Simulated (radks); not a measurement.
The numbers below are computed, except where a source is named.
Species: Pb28+. Configuration: [Kr] 4d10 4f8. Code: a radial shooting solver on a logarithmic mesh with Libxc functionals. Model: scalar-relativistic Kohn-Sham, LDA (Slater exchange, VWN5 correlation), spin-polarised, spherical densities, finite nucleus; open shells are filled with parallel spins first (spin-orbit coupling, left out, can overturn this in heavy ions); Fermi nuclear charge, rms radius 5.5012 fm.

Normalised radial functions P(r) = r R(r), r in bohr:

```
   r/bohr * 4p down, o 4d up (the largest magnitude, 1.85, reaches the edge; | marks zero, & curves that meet)
 0.001329                             &
 0.001731                             &
 0.002236                             &
 0.002911                             o*
 0.003761                             o*
 0.004897                             o*
 0.006326                             o *
 0.008171                             o  *
  0.01064                             o   *
  0.01374                             |o    *
   0.0179                             |o      *
  0.02312                             | o       *
   0.0301                             |  o       *
  0.03889                             |    o     *
  0.05063                             |       &
  0.06541                             | *         o
  0.08449                       *     |              o
     0.11               *             |               o
   0.1421             *               |          o
   0.1851                      *      |o
    0.239                 o           |        *
   0.3113      o                      |                       *
   0.4021   o                         |                          *
   0.5236          o                  |                  *
   0.6763                   o         |        *
   0.8736                          o  | *
    1.138                            o*
    1.469                             &
    1.913                             &
```

4p down: eigenvalue -1473.0 eV, 2 radial nodes at r = 0.0701, 0.208 bohr, <r> = 0.395 bohr, 90 % of the charge inside 0.568 bohr. 4d up: eigenvalue -1233.6 eV, 1 radial node at r = 0.189 bohr, <r> = 0.404 bohr, 90 % of the charge inside 0.594 bohr.
